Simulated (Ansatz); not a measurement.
Consider the homolysis of the Br–N bond: `O=NBr` → Br• + `[N]=O`•.

Gas-phase electronic energies from Ansatz, PBE0-D4/def2-TZVP geometries. CCSD(T)/CBS adds triple-zeta CCSD(T) − MP2 to the extrapolated MP2 energy (def2 sets, frozen cores). This one scheme is used for every species, atoms too. Functionals use def2-TZVPP. No spin–orbit coupling; open shells (•) take unrestricted orbitals. Spin–orbit coupling would lower the free atoms: clearly for Br. Bonds to Br are less sure, by a few kJ/mol each and by 10 to 20 or more in all where they break to atoms, as the def2 sets lack core-valence functions. Scalar relativity is left out up to krypton.

Question: What is ΔE at CCSD(T)/CBS? (Estimate.)

Answer: The calculation gave: +134.2 kJ/mol.

Question: What do these levels give: BLYP-D4, r2SCAN-D4, r2SCANh-D4, ωB97X-V, B2PLYP, revPBE, r2SCANh, BHLYP, CAM-B3LYP, CCSD/def2-SVP, CCSD(T)/def2-TZVPP, CCSD/def2-QZVPP? (An estimate is asked.)

Answer: Computed: BLYP-D4 174.5, r2SCAN-D4 165.4, r2SCANh-D4 146.0, ωB97X-V 107.5, B2PLYP 127.5, revPBE 168.2, r2SCANh 145.1, BHLYP 71.8, CAM-B3LYP 105.5, CCSD/def2-SVP 65.9, CCSD(T)/def2-TZVPP 116.5, CCSD/def2-QZVPP 91.0 kJ/mol.

Largest T1 diagnostic among the species: 0.024.

From BLYP to BHLYP (50 % exact exchange), in def2-TZVPP and without D4, ΔE moves by −94.2 kJ/mol: exact exchange takes away binding that semilocal exchange gives to molecules. In def2-TZVPP, CCSD(T) changes the Hartree–Fock value by +182.2 kJ/mol (the triples alone add +31.0 kJ/mol) and MP2 by +205.4 kJ/mol; breaking electron pairs costs correlation energy, which Hartree–Fock lacks.
